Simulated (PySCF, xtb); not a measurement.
Zn(I)(SeH) (HISeZn), SMILES [SeH][Zn][I]. One conformer was computed; it need not be the lowest.

Harmonic wavenumbers (cm⁻¹) from GFN2-xTB (xtb) at its own minimum, in rising order: 33, 78, 146, 274, 509, 2102.

Q: What does PySCF with PBE-D3(BJ)/def2-SVP give at its own minimum? (The exact figures need the calculation; the answer reports its results.)

A: 65, 68, 169, 343, 556, 2347. Paired by order, the mean absolute difference is 71 cm⁻¹ and the zero-point energies are 4.5 and 5.1 kcal/mol.
